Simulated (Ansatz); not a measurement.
Reaction (formal exchange of groups at the Si–N bond): `CC(C)=N[SiH3]` + `F/C=C\CF` → `F/C=C(\[SiH3])CF` + `CC(C)=N`

Computed with Ansatz on PBE0-D4/def2-TZVP structures; ΔE is electronic, products minus reactants. CCSD(T)/CBS adds triple-zeta CCSD(T) − MP2 to the extrapolated MP2 energy (def2 sets, frozen cores). Double bonds are as drawn, so ΔE can hold a change between cis and trans. One conformer a species, not always the lowest.

```
           species  SCS-MP2/def2-TZVPP energy (Eh)
   `CC(C)=N[SiH3]`                      -463.15491
        `F/C=C\CF`                      -315.87366
`F/C=C(\[SiH3])CF`                      -606.11283
         `CC(C)=N`                      -172.90570
```

(1) Work out ΔE.

Largest T1 diagnostic among the species: 0.012.

Results:

(1) ΔE = (-606.11283) + (-172.90570) − (-463.15491) − (-315.87366) = 0.01004 Eh = +26.4 kJ/mol. CCSD(T)/CBS gives +24.8 kJ/mol.

In def2-TZVPP, CCSD(T) changes the Hartree–Fock value by −11.9 kJ/mol (the triples alone add −1.1 kJ/mol) and MP2 by −9.5 kJ/mol.
